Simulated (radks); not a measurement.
Results of a calculation; reference values are marked as such.
Question: All-electron atom: Dy19+ in [Ar] 3d10 4s2 4p5.5 4d10 4f1.5 (fractional occupations, a model configuration). Code: a radial shooting solver on a logarithmic mesh with Libxc functionals. Model: scalar-relativistic Kohn-Sham, exchange-only B88, spin-polarised, spherical densities, finite nucleus; open shells are filled with parallel spins first (spin-orbit coupling, left out, can overturn this in heavy ions); Fermi nuclear charge, rms radius 5.2218 fm. Some entries of the table are withheld. Estimate them.

orbital,occ.,eigenvalue (eV),<r^2> (bohr^2)
1s up,1,-54150.49,0.0006094
1s down,1,-54150.19,0.0006094
2s up,1,-9428.843,0.009523
2s down,1,-9428.642,0.009523
2p up,3,-8422.707,0.007709
2p down,3,-8422.416,0.007709
3s up,1,-2485.169,0.06270
3s down,1,-2483.709,0.06265
3p up,3,-2176.137,0.06291
3p down,3,-2174.651,0.06285
3d up,5,-1778.554,0.05261
3d down,5,-1777.356,0.05254
4s up,1,-859.9089,0.2944
4s down,1,-856.6425,0.2947
4p up,3,-753.6396,0.3229
4p down,2.5,-750.4644,0.3234
4d up,5,-609.1441,0.3542
4d down,5,-606.0749,0.3550
4f up,1.5,-449.5553,(1)
4f down,0,-446.4871,(2)
5s up,0,-411.3489,(3)
5s down,0,-409.7119,(4)
5p up,0,-371.0334,(5)
5p down,0,-369.5437,(6)

Answer: 
(1) 4f up <r^2> (bohr^2): 0.3701
(2) 4f down <r^2> (bohr^2): 0.3719
(3) 5s up <r^2> (bohr^2): 1.074
(4) 5s down <r^2> (bohr^2): 1.079
(5) 5p up <r^2> (bohr^2): 1.207
(6) 5p down <r^2> (bohr^2): 1.213
